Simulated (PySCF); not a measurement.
# Hartree-Fock beside MP2: B3H4 cation

These are calculations, not measurements. They come from PySCF 2.14.0, an open-source quantum chemistry program, on an isolated molecule that a program drew, which may never have been made. The molecule is B3H4 cation (charge +1, singlet), drawn as the SMILES string `[BH+]BB`.

The geometry was optimised and harmonic frequencies were computed with HF and MP2, all in the cc-pVDZ basis, for the commonest isotopes, with a restricted reference for singlets and an unrestricted one otherwise, and a frozen core in MP2. Each result is a local minimum of its method.

Geometry at the HF minimum:
```xyz
7
B3H4 cation, angstrom
B    -0.2520    1.4065    2.4886
B    -0.0131    1.9034    0.8788
B    -0.7881    1.2237   -0.4610
H    -0.4242    1.0550    3.6011
H     0.7710    2.8007    0.7611
H    -0.2785    0.3066   -1.0329
H    -1.8246    1.6845   -0.8366
```

Lengths of the bonds as drawn, in Å (atoms numbered as above):
```
bond,HF,MP2
B1-B2,1.702,1.683
B2-B3,1.690,1.681
B1-H4,1.179,1.188
B2-H5,1.197,1.207
B3-H6,1.195,1.204
B3-H7,1.195,1.204
```

Rotational constants, in GHz:
```
constant     HF    MP2
       A  46.14  45.03
       B   7.59  7.776
       C  6.906  7.041
```

Harmonic frequencies in cm^-1, each column in rising order, so a row needn't be the same motion in every method:
| rank | HF | MP2 |
|---|---|---|
| 1 | 210 | 178 |
| 2 | 291 | 280 |
| 3 | 461 | 414 |
| 4 | 635 | 564 |
| 5 | 652 | 630 |
| 6 | 700 | ? |
| 7 | 899 | 848 |
| 8 | 912 | 904 |
| 9 | 993 | 952 |
| 10 | 1085 | 1043 |
| 11 | 1218 | 1125 |
| 12 | 2706 | 2640 |
| 13 | 2737 | 2671 |
| 14 | 2805 | 2746 |
| 15 | 2933 | 2856 |

**Estimate the missing MP2 frequency from the HF column.**

A single factor s that minimises the squared misfit of MP2 against s times HF over the other rows is sum(HF x MP2) / sum(HF^2) = 0.9710, with an rms misfit of 27 cm^-1. For rank 6 it gives 0.9710 x 700 = 680 cm^-1. The calculation gives 700 cm^-1, 20 cm^-1 above the estimate. The drawn bonds are on average 0.2 % longer in MP2 than in HF.
